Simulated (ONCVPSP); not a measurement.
An all-electron radial function and its pseudo partner (oxygen (O))

Columns: radius, all-electron u(r) and pseudo u(r) of the 2p shell (level -9.20 eV) of oxygen in the configuration [He] 2s2 2p4; LDA (Perdew-Zunger), scalar-relativistic, ONCV scheme, ONCVPSP 4.0.1.

```csv
r (bohr),all-electron,pseudo
0.103,0.1089,0.0251
0.205,0.3018,0.0969
0.308,0.4878,0.2087
0.410,0.6339,0.3458
0.513,0.7380,0.4951
0.615,0.8024,0.6373
0.718,0.8356,0.7608
0.820,0.8441,0.8529
0.923,0.8349,0.9107
1.025,0.8134,0.9323
1.128,0.7833,0.9214
1.230,0.7482,0.8833
1.332,0.7102,0.8254
1.435,0.6703,0.7555
1.538,0.6301,0.6836
1.640,0.5908,0.6183
1.743,0.5522,0.5626
1.845,0.5154,0.5178
1.948,0.4798,0.4800
2.050,0.4464,0.4464
2.153,0.4144,0.4144
2.255,0.3846,0.3846
2.358,0.3563,0.3563
2.460,0.3301,0.3301
2.562,0.3056,0.3056
2.665,0.2825,0.2825
```

Problem. How many radial nodes do the two functions have?

Solution. The all-electron 2p function has n − l − 1 = 0; the pseudo-wave has 0.

Problem. At about which radius was the pseudo-wave matched?

Solution. 2.05 bohr, where the columns begin to agree (steps of 0.10 bohr).

Problem. Where does each function peak?

Solution. Outermost all-electron maximum near 0.82 bohr, pseudo maximum near 1.02 bohr (to the table’s step).

Problem. Is the pseudo-wave norm-conserving?

Solution. Yes: the ONCV scheme keeps the norm inside the radius equal to the all-electron one, which fixes the energy derivative of the logarithmic derivative at the level.
